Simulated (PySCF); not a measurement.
Al(H)(Vi)(OEt), SMILES [AlH]([O]CC)[CH]=C at its GFN2-xTB optimised geometry (Å):

```
15

Al    -0.7192     1.6806     0.0000
H     -1.5157     2.9901     0.0000
C      1.2683     1.6806     0.0000
C      1.9823     0.5561     0.0097
H      1.8210     2.6211    -0.0072
H      3.0656     0.5325     0.0105
H      1.4983    -0.4118     0.0176
O     -1.6578     0.3294    -0.0010
C     -2.3848    -0.8644     0.0037
C     -1.4621    -2.0743     0.0838
H     -3.0656    -0.8598     0.8635
H     -2.9853    -0.9158    -0.9127
H     -0.8656    -2.0232     0.9921
H     -2.0474    -2.9901     0.0916
H     -0.7928    -2.0850    -0.7736
```

Method: PySCF with PBE0/def2-TZVP.

Map of the electron localisation function on the plane z = 1.0 Å:

```
|00000000000000000000000000000|
|00000000000000000000000000000|
|00000000000000000000000000000|
|00000000156630000000000000000|
|00000001799982000000000000000|
|00000006999993000023200000000|
|00000017999993000146510000000|
|00000005999982011256510000000|
|00000001479841254344200000000|
|00000000012101576543100000000|
|00000000011000687665200000000|
|00000000244311465687422310000|
|00000000367631123577546740000|
|00000000257751001355457750000|
|00016761025541000354335530000|
|00069999311100001564111100000|
|00079999820000000674100000000|
|00069999621365100253000000000|
|00038996225999800000000000000|
|00001210137999920000000000000|
|00000000137999930000000000000|
|00000002544788610000000000000|
|00000016863233100000000000000|
|00000017873000000000000000000|
|00000003552000000000000000000|
|00000000000000000000000000000|
|00000000000000000000000000000|
|00000000000000000000000000000|
|00000000000000000000000000000|
```
Scale: ten equal steps from 0.000 (start of '0') to 1.000 (end of '9'), in the order '0123456789'; x runs from -5.50 to 5.50, y from -5.50 (bottom) to 5.50 (top).
